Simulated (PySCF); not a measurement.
Ga(I)(Me)2 (C₂H₆GaI), SMILES [CH3][Ga]([CH3])[I].

Coordinates come from a PBE0-D3(BJ)/def2-SVP optimisation. The structure was generated by enumeration; whether it is a known compound was not checked. The def2 effective core potentials stand for the cores of I; spin–orbit coupling is left out.

These are PySCF with PBE/def2-TZVP values and carry that method's errors.

Isolated molecule, no solvent.

| Property | Value |
|---|---|
| total energy | -2302.05926 hartree |
| point group | Cs |
| highest occupied level | -5.99 eV |
| lowest empty level | -1.92 eV |
| orbital gap | 4.07 eV |
| dipole moment | 2.67 D |
| quadrupole, principal values (traceless, Buckingham form, about the centre of nuclear charge) | -2.14, 0.76, 1.37 D·Å |
| mean static polarisability | 89.5 bohr³ (13.27 Å³) |
| polarisability, principal values | 64.8, 90.7, 113.1 bohr³ |
